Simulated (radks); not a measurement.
Values are calculated unless marked as measured or tabulated.
Isoelectronic series with 38 electrons, each ion in its NIST ground configuration. Code: a radial shooting solver on a logarithmic mesh with Libxc functionals. Model: scalar-relativistic Kohn-Sham, r2SCAN, spin-polarised, spherical densities, finite nucleus; open shells are filled with parallel spins first (spin-orbit coupling, left out, can overturn this in heavy ions); meta-GGA in the generalised Kohn-Sham scheme; Fermi nuclear charge, rms radius of each element as measured or else 0.836 A^(1/3) + 0.57 fm. Total energies (hartree) and orbital eigenvalues (eV) (* marks an orbital that is empty in some or all of the ions):

ion,configuration,E (hartree),5s*,4p,4s,3d
Sr,[Kr] 5s2,-3179.98270,-3.5801,-23.6682,-42.3792,-130.1839
Nb3+,[Kr] 4d2,-3818.51832,-25.1613,-66.4396,-91.3496,-230.2211
Ru6+,[Kr] 4d2,-4522.71383,-61.7423,-133.5402,-165.8446,-367.8434
Ag9+,[Kr] 4d2,-5292.92181,-110.2191,-218.3694,-258.7013,-535.4135
Sn12+,[Kr] 4d2,-6129.99327,-169.9692,-320.0863,-369.1521,-731.7636
I15+,[Kr] 4d2,-7034.96132,-240.7800,-438.3916,-497.0313,-956.3917
Ba18+,[Kr] 4d2,-8009.0068,-322.6024,-573.1814,-642.3973,-1209.042
Pr21+,[Kr] 4d2,-9053.4602,-415.4762,-724.4489,-805.4321,-1489.583
Sm24+,[Kr] 4d2,-10169.7634,-519.4977,-892.2465,-986.4006,-1797.951
Tb27+,[Kr] 4d2,-11359.6324,-634.8115,-1076.666,-1185.647,-2134.128
Er30+,[Kr] 4d2,-12624.7575,-761.5927,-1277.830,-1403.564,-2498.130
Lu33+,[Kr] 4d2,-13967.2266,-900.0594,-1495.885,-1640.626,-2889.994
